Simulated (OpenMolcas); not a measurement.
Cr3+ (d3) in a complex was computed by CASSCF with the d shell active (OpenMolcas, ANO-RCC-VDZP on the metal). Its lowest spin-free states, and all those of the highest spin:

```
2S+1  Degeneracy  E (cm-1)
   4           3       0.0
   4           3      5399
   4           1     11709
   2           2     12391
   2           3     16585
   2           3     17154
   4           3     19386
   2           1     20039
   2           3     21574
   2           3     23988
   2           3     24449
   2           2     25571
```

Question: Is the site octahedral, tetrahedral or cube-like, axial, or of lower symmetry?

Answer: The states with 2S+1 = 4 have orbital degeneracies 3, 3, 1, 3. Threefold states need a cubic site. For d3 at this spin an octahedron puts the single A2 below the threefold T2 and a tetrahedron or cube puts the threefold T1 below the threefold T2, so the site is a tetrahedron or a cube, which this pattern cannot tell apart. The run had Cr3+ with 4 ligands (oxide) in tetrahedral coordination (Td) at 1.86 Å. A charge of +1.25 e stands 2.6 Å behind each ligand. Ligand basis ANO-RCC-VDZP.

An orbital triplet at a regular site is open to Jahn-Teller coupling, which can distort the site and quench the lowest spin-orbit gaps and is left out. Without dynamic correlation the repulsion within the d shell is too large (B by tens of per cent), so at a given field states of lower spin stand too high. The oxide ions are held by bare point charges, a crude embedding. Ligand-to-metal charge-transfer states are missing. With no ligand orbital active B as a rule stays too high, so bands that hang on it stand too high and its fall with covalency is understated. With metal d orbitals alone and no dynamic correlation the field as a rule comes out too small, by tens of per cent, by up to half for chloride and softer ligands. No measured value stands beside these numbers; the geometry is a model, was not optimised and need not be the one that this ion takes.
